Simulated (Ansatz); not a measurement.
Ideal-gas functions of ClF2ISn (`[F][Sn]([F])([Cl])[I]`) at 800 K and 1 bar, from an Ansatz frequency run at PBE0-D4/def2-TZVP.

Molar mass 319.06 g/mol, point group Cs (symmetry number 1), electronic degeneracy 1, moments of inertia 252.922, 785.221, 868.77 u Å². Harmonic wavenumbers (cm⁻¹, unscaled): 77, 103, 131, 158, 172, 230, 401, 649, 655.

Use S(trans) = R[1.5 ln M + 2.5 ln T − 1.1517]; rotational temperatures θ = 24.2544 K / I; S(rot) = R[ln(√π/σ · √(T³/θAθBθC)) + 1.5]; for each mode x = 1.438777 ν̃/T, S = R[x/(eˣ − 1) − ln(1 − e⁻ˣ)] and H = RT x/(eˣ − 1); 1 cm⁻¹ = 0.0119627 kJ/mol; R = 8.31446 J/(mol·K).

**Question.** By hand: the entropy, in J/(mol·K).

**Answer.** Translation 201.3. Rotation: θ = 0.0959, 0.0309, 0.0279 K, giving 139.7. Vibration, mode by mode: 24.76, 22.35, 20.35, 18.80, 18.10, 15.71, 11.21, 7.49, 7.42, in all 146.2. Electronic 0.0. Sum 487.2 J/(mol·K).

**Question.** By hand: H − E and G − E in kJ/mol, counted from the electronic energy.

**Answer.** Zero-point energy ½ × 2576 × 0.0119627 = 15.4; thermal vibration 46.5; translation, rotation and pV give 4 RT = 26.6. H − E = 88.5 kJ/mol, and G − E = 88.5 − 800 × 487.2/1000 = -301.3 kJ/mol.

Vibration gives 30 % of the entropy, 67.5 J/(mol·K) of it from the modes under 150 cm⁻¹: soft modes count most, and the harmonic formula is weakest for them.
